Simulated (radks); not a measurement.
Rb13+, 24 electrons, occupied as [He] 2s2 2p5 3s2 3p6 3d7 (not the ground configuration).

Method: non-relativistic Kohn-Sham, PBE, spin-polarised, spherical densities, point nucleus; open shells are filled with parallel spins first (spin-orbit coupling, left out, can overturn this in heavy ions); relativity is left out, which matters for an element this heavy; computed with a radial shooting solver on a logarithmic mesh with Libxc functionals.

Energy parts (hartree):
| part | energy |
|---|---|
| total | -2802.57129 |
| kinetic | 2801.44932 |
| electron-nucleus | -6374.09208 |
| Hartree | 855.54465 |
| exchange-correlation | -85.47318 |

Orbitals (lengths in bohr, moments of r in powers of bohr):
orbital	occ.	eigenvalue (hartree)	<1/r>
1s up	1	-559.1601	36.50
1s down	1	-558.9439	36.51
2s up	1	-86.71199	8.226
2s down	1	-86.19650	8.223
2p up	3	-80.57620	8.206
2p down	2	-80.03447	8.204
3s up	1	-22.70434	2.921
3s down	1	-22.45042	2.904
3p up	3	-20.38658	2.846
3p down	3	-20.11956	2.827
3d up	5	-16.26406	2.713
3d down	2	-15.95407	2.688

The highest occupied level is 3d down at -434.13 eV. The electron density at the nucleus is 3.518e+04 e/bohr^3. Virial ratio -V/T = 2.00040. Spin moment in Bohr magnetons: 4. Summed over all electrons, <r^2> = 4.079 bohr^2, which gives a Langevin (diamagnetic) susceptibility term of -3.23 x 10^-6 cm^3/mol. The spin density at the nucleus is -2.812 e/bohr^3 (1s -8.452, 2s 1.727, 3s 3.912). The density falls to 0.001 e/bohr^3 at r = 1.46 bohr.
